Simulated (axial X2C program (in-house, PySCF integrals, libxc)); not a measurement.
# LiBr⁻: cheaper levels and CCSD(T), with spin–orbit coupling

All values were computed with an in-house all-electron X2C program for linear molecules (integrals from PySCF). Two-component (2c) means X2C with spin–orbit coupling and atomic mean-field two-electron Coulomb and Gaunt terms. Basis: Br dyall-acv3z [9s10p7d5f1g], Li dyall-av3z [9s9p3d] (cores contracted in-house); Gaussian nuclei, density fitting, unrestricted open shells. Masses: Br 78.918 u, Li 7.016 u.

State: Ω = 1/2 (⟨Sz⟩ = 0.50, ⟨Lz⟩ = 0.00 at HF); fragments Br- + Li.

| level | Re (Å) | ωe (cm⁻¹) | De (eV) |
| --- | --- | --- | --- |
| PBE0 | 2.287 | 432.8 | 1.59 |
| HF | 2.318 | 422.7 | 1.49 |
| MP2 | 2.320 | 419.8 | 1.54 |
| CCSD | 2.316 | 422.1 | 1.56 |
| PBE | 2.295 | 425.2 | 1.57 |

Correlated methods: 9 electrons correlated (number of frozen shells: Br 3 s, 2 p, 1 d; Li 1 s), 235 virtual spin orbitals or spinors in MP2, 90 natural virtuals in coupled cluster.

CCSD(T), same Hamiltonian and basis:

Re = 2.319 Å, ωe = 419.7 cm⁻¹, De = 1.56 eV; T1 = 0.007 (Lee–Taylor normalisation).

Question: Give the differences from CCSD(T) in the columns below.

Answer: 

```tsv
level	ΔRe (Å)	Δωe (cm⁻¹)	ΔDe (eV)
PBE0	-0.032	13	0.03
HF	-0.001	3	-0.07
MP2	0.001	0	-0.02
CCSD	-0.003	2	0.00
PBE	-0.024	6	0.01
```

One determinant describes the state; a PBE0 search over occupations chose it and may have missed a lower one. Dissociation energies refer to the lowest single-determinant-based atoms at the same level and basis. Density functionals use the spin component along the axis (collinear). CCSD and (T) use frozen natural virtuals with an MP2 correction for the truncation; (T) itself is uncorrected, so its De runs slightly low. The highest occupied level of some functionals is positive through self-interaction error; at Hartree–Fock it is bound. Hartree–Fock gets electron affinities wrong, so its lowest charge split need not be the true one.
